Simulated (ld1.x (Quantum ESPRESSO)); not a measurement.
# Transferability test, TM potential for chromium (Cr)

* Element: Cr
* Generator: ld1.x (Quantum ESPRESSO) 7.5
* Type: norm-conserving Troullier–Martins (Kleinman–Bylander form)
* Functional: revPBE
* Relativity: scalar-relativistic
* Frozen core: [Ar]
* Valence charge: 6
* Reference configuration: 3d4 4s0 4p0 (charge +2)
* Partial waves: 4s (bound, empty): rc 2.30 bohr; 4p (bound, empty): rc 2.55 bohr; 3d (bound): rc 1.70 bohr
* Local potential: all-electron potential smoothed inside 2.45 bohr (lloc = -2)
* Core correction: none

Energies are relative to the spin-unpolarised reference configuration 3d4 4s0 4p0; without spin polarisation the order of configurations can differ from experiment.

| valence configuration | charge | ΔE all-electron (eV) | error AE − PS (meV) |
| --- | --- | --- | --- |
| 3d5 4s1 4p0 | 0 | -22.725 | +190 |
| 3d5 4s0 4p0 | +1 | -15.938 | -91 |
| 3d3 4s0 4p0 | +3 | 30.647 | -214 |
| 3d4 4s1 4p0 | +1 | -14.813 | +162 |
| 3d4 4s2 4p0 | 0 | -22.820 | +381 |
| 3d5 4s0 4p1 | 0 | -19.641 | +54 |
| 3d5.5 4s0.5 4p0 | 0 | -22.006 | +44 |

Levels in the configuration 3d3 4s0 4p0:

```json
{"level": "3d", "all-electron (eV)": "-39.026", "pseudo (eV)": "-39.472"}
```
